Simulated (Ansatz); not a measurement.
`CN[SiH](F)Br` + `CCSCC` → `CCCSCC` + `N[SiH](F)Br`  (formal exchange of groups at a C–N bond)

Calculated with Ansatz (gas phase, PBE0-D4/def2-TZVP geometries, no zero-point term in ΔE). CCSD(T)/CBS adds triple-zeta CCSD(T) − MP2 to the extrapolated MP2 energy (def2 sets, frozen cores). DFT in def2-TZVPP. For Br outer-core shells are correlated without core-valence functions, which leaves a few kJ/mol of doubt a bond. Scalar relativity is left out up to krypton. One conformer a species, not always the lowest.

```
       species  r2SCAN energy (Eh)
`CN[SiH](F)Br`         -3059.46082
       `CCSCC`          -556.58138
      `CCCSCC`          -595.88389
 `N[SiH](F)Br`         -3020.17266
```

(1) Work out ΔE.

Largest T1 diagnostic among the species: 0.009.

## Answers

(1) ΔE = (-595.88389) + (-3020.17266) − (-3059.46082) − (-556.58138) = -0.01435 Eh = -37.7 kJ/mol. CCSD(T)/CBS gives -39.0 kJ/mol.

In def2-TZVPP, CCSD(T) changes the Hartree–Fock value by −3.2 kJ/mol (the triples alone add −0.1 kJ/mol) and MP2 by −5.6 kJ/mol.
